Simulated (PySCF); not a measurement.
B2H4, SMILES B[BH2-], charge -1, multiplicity 2. Atoms are numbered in the order given.

```xyz
6

B      0.0000     0.0000     0.8215
B      0.0000     0.0000    -0.8215
H      0.0000     1.0195     1.5014
H      0.0000    -1.0195     1.5014
H      0.0000     1.0195    -1.5014
H      0.0000    -1.0195    -1.5014
```
Charge -1, spin multiplicity 2.

Geometry: r2SCAN-D4/def2-TZVPD.

Computed with PBE0/def2-TZVPD (PySCF).

Isolated molecule, no solvent. A positive occupied level means that this level leaves the electron formally unbound; only the finite basis holds it.

Computed frontier levels, dipole moment and polarisability:
The α spin, highest occupied and lowest empty level is 0.27 and 3.90 eV. The β spin, highest occupied and lowest empty level is -1.89 and 3.34 eV, the dipole moment about the centre of nuclear charge is 0.000 e·Å and the mean static polarisability comes out as 64.0 bohr³ (9.48 Å³). The polarisability, principal values is 52.5, 59.2, 80.2 bohr³ and the ⟨S²⟩ comes out as 0.753 (pure state 0.75).
